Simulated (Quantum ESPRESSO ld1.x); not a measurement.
Input (ld1.x (Quantum ESPRESSO 7.5)):

```
 &input
    atom='W',
    iswitch=1,
    rel=2,
    dft='PBE',
    config='[Xe] 4f14 5d4 6s1',
    rel_dist='average',
    lsmall=.true.,
    prefix='ld1',
    max_out_wfc=37,
    file_charge='ld1.rho',
 /
```

Command: `OMP_NUM_THREADS=1 ld1.x < ld1.in > ld1.out`

Output (excerpt):

```
     Program LD1 v.7.5 starts

     --------------------------- All-electron run ----------------------------

     dirac relativistic calculation

     atomic number is 74.00
     dft =PBE   lsd =0 sic =0 latt =0  beta=0.20 tr2=1.0E-14
     Exchange-correlation= PBE
                           (   1   4   3   4   0   0   0)
     mesh =2115 r(mesh) = 100.27685 a.u. xmin = -8.00 dx = 0.00800
     1 Ry =  13.60569312 eV, c = 137.03599908

     n l j   nl                  e(Ry)          e(Ha)          e(eV)
     Spin orbit split results
     1 0 0.5 1S 1( 2.00)     -5101.3554     -2550.6777    -69407.4765
     2 0 0.5 2S 1( 2.00)      -880.3146      -440.1573    -11977.2897
     2 1 0.5 2P 1( 2.00)      -841.7500      -420.8750    -11452.5928
     2 1 1.5 2P 1( 4.00)      -742.3143      -371.1571    -10099.7002
     3 0 0.5 3S 1( 2.00)      -203.1506      -101.5753     -2764.0044
     3 1 0.5 3P 1( 2.00)      -185.9973       -92.9986     -2530.6220
     3 1 1.5 3P 1( 4.00)      -164.4953       -82.2477     -2238.0729
     4 0 0.5 4S 1( 2.00)       -42.3446       -21.1723      -576.1279
     4 1 0.5 4P 1( 2.00)       -35.2337       -17.6169      -479.3794
     4 1 1.5 4P 1( 4.00)       -30.2512       -15.1256      -411.5881
     3 2 1.5 3D 1( 4.00)      -135.6570       -67.8285     -1845.7075
     3 2 2.5 3D 1( 6.00)      -130.9818       -65.4909     -1782.0984
     5 0 0.5 5S 1( 2.00)        -6.3482        -3.1741       -86.3718
     5 1 0.5 5P 1( 2.00)        -4.2463        -2.1231       -57.7737
     5 1 1.5 5P 1( 4.00)        -3.5254        -1.7627       -47.9658
     4 2 1.5 4D 1( 4.00)       -18.5840        -9.2920      -252.8485
     4 2 2.5 4D 1( 6.00)       -17.6661        -8.8330      -240.3594
     4 3 2.5 4F 1( 6.00)        -3.0750        -1.5375       -41.8370
     4 3 3.5 4F 1( 8.00)        -2.9105        -1.4553       -39.5996
     5 2 1.5 5D 1( 1.60)        -0.8965        -0.4483       -12.1979
     5 2 2.5 5D 1( 2.40)        -0.8394        -0.4197       -11.4200
     6 0 0.5 6S 1( 1.00)        -0.8953        -0.4476       -12.1811
     Averaged results
     1 0     1S 1( 2.00)     -5101.3554     -2550.6777    -69407.4765
     2 0     2S 1( 2.00)      -880.3146      -440.1573    -11977.2897
     2 1     2P 1( 6.00)      -775.4595      -387.7298    -10550.6644
     3 0     3S 1( 2.00)      -203.1506      -101.5753     -2764.0044
     3 1     3P 1( 6.00)      -171.6626       -85.8313     -2335.5892
     4 0     4S 1( 2.00)       -42.3446       -21.1723      -576.1279
     4 1     4P 1( 6.00)       -31.9120       -15.9560      -434.1852
     3 2     3D 1(10.00)      -132.8519       -66.4259     -1807.5420
     5 0     5S 1( 2.00)        -6.3482        -3.1741       -86.3718
     5 1     5P 1( 6.00)        -3.7657        -1.8829       -51.2351
     4 2     4D 1(10.00)       -18.0333        -9.0166      -245.3551
     4 3     4F 1(14.00)        -2.9810        -1.4905       -40.5585
     5 2     5D 1( 4.00)        -0.8622        -0.4311       -11.7312
     6 0     6S 1( 1.00)        -0.8953        -0.4476       -12.1811

     final scf error:  8.4E-15 reached in  28 iterations

     Etot =  -32331.098941 Ry,  -16165.549470 Ha, -439887.010516 eV

     Ekin =   36435.384497 Ry,   18217.692248 Ha,  495728.660283 eV
     Encl =  -80729.358164 Ry,  -40364.679082 Ha,-1098378.873200 eV
     Eh   =   12612.655487 Ry,    6306.327744 Ha,  171603.920023 eV
     Exc  =    -649.780760 Ry,    -324.890380 Ha,   -8840.717621 eV

     normalization and overlap integrals

     s(1S/1S) =  1.000000  <r> =   0.0183  <r2> =    0.0005  r(max) =   0.0114
     s(2S/2S) =  1.000000  <r> =   0.0769  <r2> =    0.0071  r(max) =   0.0659
     s(2P/2P) =  1.000000  <r> =   0.0637  <r2> =    0.0050  r(max) =   0.0494
     s(2P/2P) =  1.000000  <r> =   0.0716  <r2> =    0.0062  r(max) =   0.0557
     s(3S/3S) =  1.000000  <r> =   0.2005  <r2> =    0.0461  r(max) =   0.1849
     s(3P/3P) =  1.000000  <r> =   0.1906  <r2> =    0.0423  r(max) =   0.1734
     s(3P/3P) =  1.000000  <r> =   0.2053  <r2> =    0.0489  r(max) =   0.1879
     s(4S/4S) =  1.000000  <r> =   0.4494  <r2> =    0.2282  r(max) =   0.4214
     s(4P/4P) =  1.000000  <r> =   0.4546  <r2> =    0.2355  r(max) =   0.4214
     s(4P/4P) =  1.000000  <r> =   0.4878  <r2> =    0.2709  r(max) =   0.4493
     s(3D/3D) =  1.000000  <r> =   0.1797  <r2> =    0.0379  r(max) =   0.1478
     s(3D/3D) =  1.000000  <r> =   0.1842  <r2> =    0.0397  r(max) =   0.1514
     s(5S/5S) =  1.000000  <r> =   1.0683  <r2> =    1.2830  r(max) =   0.9607
     s(5P/5P) =  1.000000  <r> =   1.1776  <r2> =    1.5724  r(max) =   1.0325
     s(5P/5P) =  1.000000  <r> =   1.2817  <r2> =    1.8645  r(max) =   1.1184
     s(4D/4D) =  1.000000  <r> =   0.5048  <r2> =    0.2955  r(max) =   0.4457
     s(4D/4D) =  1.000000  <r> =   0.5162  <r2> =    0.3088  r(max) =   0.4565
     s(4F/4F) =  1.000000  <r> =   0.6030  <r2> =    0.4567  r(max) =   0.4248
     s(4F/4F) =  1.000000  <r> =   0.6127  <r2> =    0.4724  r(max) =   0.4317
     s(5D/5D) =  1.000000  <r> =   1.9247  <r2> =    4.4237  r(max) =   1.4564
     s(5D/5D) =  1.000000  <r> =   1.9978  <r2> =    4.7734  r(max) =   1.5037
     s(6S/6S) =  1.000000  <r> =   2.9628  <r2> =    9.9072  r(max) =   2.5701

     ------------------------ End of All-electron run ------------------------
```

Run on one thread of a shared host, so times are rough (Intel(R) Xeon(R) Processor @ 2.60GHz): 0.79 s of CPU time, 0.91 s wall, 28 iterations on 2115 mesh points.
